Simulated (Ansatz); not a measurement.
Geometry optimisation, Ansatz, DFT r2SCAN, scalar-relativistic, plane waves, PAW.

Input:

```yaml
accuracy: low
crystal:
  lattice:
    - [8.250413, 0.0, 0.0]
    - [0.0, 8.250413, 0.0]
    - [0.0, 0.0, 8.250413]
  atoms:
    - { symbol: C, position: [0.0653116, 0.1216004, 0.7349814] }
    - { symbol: C, position: [0.2299787, 0.1438138, 0.8157947] }
    - { symbol: H, position: [0.0101384, 0.2384382, 0.7058196] }
    - { symbol: H, position: [0.0761852, 0.0529384, 0.62223] }
    - { symbol: H, position: [-0.0183985, 0.0561561, 0.8140714] }
    - { symbol: H, position: [0.2851519, 0.026976, 0.8449565] }
    - { symbol: H, position: [0.3136888, 0.2092581, 0.7367046] }
    - { symbol: H, position: [0.2191051, 0.2124757, 0.9285461] }
    - { symbol: C, position: [0.5894434, 0.3273071, 0.3831884] }
    - { symbol: C, position: [0.4805163, 0.1802572, 0.4086967] }
    - { symbol: H, position: [0.5222853, 0.427821, 0.3290376] }
    - { symbol: H, position: [0.6400564, 0.3698835, 0.4979541] }
    - { symbol: H, position: [0.690667, 0.2985313, 0.3027439] }
    - { symbol: H, position: [0.5476745, 0.0797434, 0.4628476] }
    - { symbol: H, position: [0.3792928, 0.209033, 0.4891412] }
    - { symbol: H, position: [0.4299033, 0.1376808, 0.2939311] }
    - { symbol: C, position: [0.50472, 0.4650261, 1.044838] }
    - { symbol: C, position: [0.4489588, 0.5628144, 0.8983198] }
    - { symbol: H, position: [0.6209348, 0.5092405, 1.090497] }
    - { symbol: H, position: [0.4169951, 0.4727856, 1.143781] }
    - { symbol: H, position: [0.5195779, 0.3370328, 1.0141371] }
    - { symbol: H, position: [0.3327439, 0.5186, 0.8526608] }
    - { symbol: H, position: [0.4341009, 0.6908077, 0.9290207] }
    - { symbol: H, position: [0.5366836, 0.5550549, 0.7993768] }
    - { symbol: "N", position: [0.9544092, 0.4112363, 0.5028055] }
    - { symbol: H, position: [0.9680698, 0.5327027, 0.5185463] }
    - { symbol: H, position: [1.0554808, 0.3723229, 0.4439945] }
    - { symbol: H, position: [0.8607464, 0.3968125, 0.4240165] }
    - { symbol: "N", position: [0.4234703, 0.788144, 0.2434551] }
    - { symbol: H, position: [0.4638697, 0.9017649, 0.2180259] }
    - { symbol: H, position: [0.3247824, 0.8018706, 0.3159861] }
    - { symbol: H, position: [0.5104222, 0.735172, 0.3128944] }
    - { symbol: "N", position: [-0.000689, 0.1654218, 0.122984] }
    - { symbol: H, position: [0.0352043, 0.283261, 0.1267353] }
    - { symbol: H, position: [0.087064, 0.1043953, 0.0616355] }
    - { symbol: H, position: [-0.1013442, 0.1620919, 0.0519495] }
    - { symbol: "N", position: [0.8748287, 0.7399041, 0.9094417] }
    - { symbol: H, position: [0.8053561, 0.8379421, 0.8820453] }
    - { symbol: H, position: [0.9461025, 0.7193371, 0.8110267] }
    - { symbol: H, position: [0.7978702, 0.643955, 0.9171639] }
basis:
  ecutwfc: 500.0
kpoints:
  mp_grid: { grid: [1, 1, 1] }
hamiltonian:
  xc: r2scan
scf:
  occupations: { method: fermi_dirac, width: 0.02 }
  lower_state_search: "off"
relax:
  f_tol: 0.3
  max_steps: 15
  adjacent_minimum: "off"
```

Launched with:

```bash
$ ansatz run input.yaml --threads 1 --pin off --max-ram 3072MiB --backend cpu --events-out ev --progress --plain --runs-dir out
```

**Question.** Where does it end, and by what steps?

**Answer.** It converged. The threshold is loose, so the end isn't yet a minimum. The force dipped under the threshold on the way, but the program's further checks kept it going. Limits of this set-up: coarse k mesh, low accuracy level. After 4 steps the energy has fallen by 0.517 eV; H35 moved furthest, 0.54 Å.

```csv
step,energy less start (eV),largest force component (eV/Å),accepted
0,0.0000,0.394,yes
1,-0.2414,0.265,yes
2,-0.3681,0.626,yes
3,-0.5167,0.264,yes
4,-0.5167,0.263,yes
```

```xyz
40
Lattice="8.2504 0.0000 0.0000 0.0000 8.2504 0.0000 0.0000 0.0000 8.2504" Properties=species:S:1:pos:R:3
C 0.616 0.902 6.068
C 1.964 1.122 6.746
H 0.132 1.847 5.828
H 0.724 0.351 5.133
H -0.053 0.330 6.711
H 2.438 0.177 7.019
H 2.652 1.668 6.101
H 1.858 1.717 7.653
C 4.852 2.688 3.336
C 3.863 1.529 3.354
H 4.380 3.601 2.979
H 5.254 2.883 4.333
H 5.686 2.469 2.664
H 4.329 0.621 3.747
H 2.996 1.747 3.978
H 3.494 1.313 2.348
C 4.143 3.757 8.385
C 3.692 4.603 7.206
H 5.074 4.133 8.814
H 3.402 3.790 9.182
H 4.298 2.712 8.104
H 2.737 4.247 6.817
H 3.557 5.637 7.526
H 4.415 4.580 6.389
N 8.101 3.683 4.152
H 8.225 4.679 3.976
H 8.904 3.210 3.749
H 7.312 3.383 3.589
N 3.494 6.472 2.086
H 3.879 7.367 1.812
H 2.696 6.682 2.676
H 4.189 6.047 2.687
N -0.242 1.503 1.274
H 0.162 2.413 1.055
H 0.447 0.815 0.976
H -1.012 1.391 0.623
N 7.166 6.144 7.503
H 6.543 6.862 7.150
H 7.850 5.979 6.772
H 6.609 5.298 7.555
```

Whether the end is a true minimum wasn't checked by a vibrational analysis.

Time of the run: 2.3 min on 1 thread of Arm Neoverse V1 (shared host), peak memory 0.95 GiB.
